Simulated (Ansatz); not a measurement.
Consider the formal loss of a carbene: `OC(F)[SiH2][SiH3]` → `[CH]F` + `O[SiH2][SiH3]`.

Calculated with Ansatz (gas phase, PBE0-D4/def2-TZVP geometries, no zero-point term in ΔE). CCSD(T)/CBS is the MP2 limit (def2-TZVPP, def2-QZVPP) plus CCSD(T) − MP2 in def2-TZVPP, frozen cores. This one scheme is used for every species. Functionals use def2-TZVPP. Each species was taken in one conformer, which may not be the lowest.

Is it downhill or uphill in electronic energy at CCSD(T)/CBS, and by how much? (Best estimate.)

The calculation gave: Uphill: ΔE = +2.55 eV.

What do these levels give: r2SCAN-D4, ωB97X-V, ωB97M-V, r2SCAN, SCS-MP2/def2-TZVPP, CCSD/def2-TZVPP, HF/def2-QZVPP, MP2/def2-QZVPP, SCS-MP2/def2-QZVPP, HF/CBS(def2), MP2/CBS(def2), CCSD/CBS(def2)? (Best estimate.)

Ansatz gave: r2SCAN-D4 2.83, ωB97X-V 2.69, ωB97M-V 2.59, r2SCAN 2.81, SCS-MP2/def2-TZVPP 2.53, CCSD/def2-TZVPP 2.45, HF/def2-QZVPP 1.97, MP2/def2-QZVPP 2.73, SCS-MP2/def2-QZVPP 2.54, HF/CBS(def2) 1.97, MP2/CBS(def2) 2.75, CCSD/CBS(def2) 2.49 eV.

Largest T1 diagnostic among the species: 0.018.

The D4 term adds +0.12 eV with B3LYP and +0.07 eV with PBE0; it sums over pairs of atoms, weighted by their polarisabilities, and B3LYP, whose exchange is more repulsive, gets the larger term. In def2-TZVPP, CCSD(T) changes the Hartree–Fock value by +0.51 eV (the triples alone add +0.05 eV) and MP2 by +0.72 eV.

B3LYP here is the variant with VWN-RPA as its local correlation; programs differ in this.
